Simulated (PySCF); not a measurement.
r2SCANh on Zr (zirconium, neutral), [Kr] 4d1 5s2 5p1, one real determinant (an excited configuration). All numbers are calculated (PySCF 2.14, scalar relativity through the core potential, in aug-cc-pVTZ-PP with ECP28MDF).

```
cycle= 5 E= -46.6329752988514  delta_E= 0.000833  |g|= 0.0217  |ddm|= 0.235
cycle= 6 E= -46.6333224058789  delta_E= -0.000347  |g|= 0.0103  |ddm|= 0.114
cycle= 7 E= -46.6341884865279  delta_E= -0.000866  |g|= 0.0107  |ddm|= 0.212
cycle= 8 E= -46.6350674744159  delta_E= -0.000879  |g|= 0.00949  |ddm|= 0.17
cycle= 9 E= -46.6347042523361  delta_E= 0.000363  |g|= 0.00804  |ddm|= 0.0605
cycle= 10 E= -46.6345836670518  delta_E= 0.000121  |g|= 0.00447  |ddm|= 0.0548
cycle= 11 E= -46.6345446661023  delta_E= 3.9e-05  |g|= 0.00422  |ddm|= 0.0681
cycle= 12 E= -46.6344967895685  delta_E= 4.79e-05  |g|= 0.00265  |ddm|= 0.0431
cycle= 13 E= -46.6344908609584  delta_E= 5.93e-06  |g|= 0.00119  |ddm|= 0.0333
cycle= 14 E= -46.6344924824642  delta_E= -1.62e-06  |g|= 0.000164  |ddm|= 0.0139
cycle= 15 E= -46.6344925331376  delta_E= -5.07e-08  |g|= 3.13e-05  |ddm|= 0.00351
cycle= 16 E= -46.6344925387316  delta_E= -5.59e-09  |g|= 1.13e-05  |ddm|= 0.00103
cycle= 17 E= -46.6344925386148  delta_E= 1.17e-10  |g|= 2.33e-06  |ddm|= 9.87e-05
converged SCF energy = -46.6344925386148  <S^2> = 2.0417315  2S+1 = 3.0276932
```

Highest occupied orbital energy: -3.105 eV; ⟨L²⟩ = 9.91; populations by l: s 3.69, p 7.00, d 1.31, f 0.00.

(1) Can this result be used?

Results:

(1) Not for this state. The run converged. ⟨L²⟩ = 9.91 against 12 for a pure F term, so this real determinant mixes terms. Energies and moments cover only the electrons outside the core potential. The s, p, d and f populations moved away from the nominal configuration during the SCF.
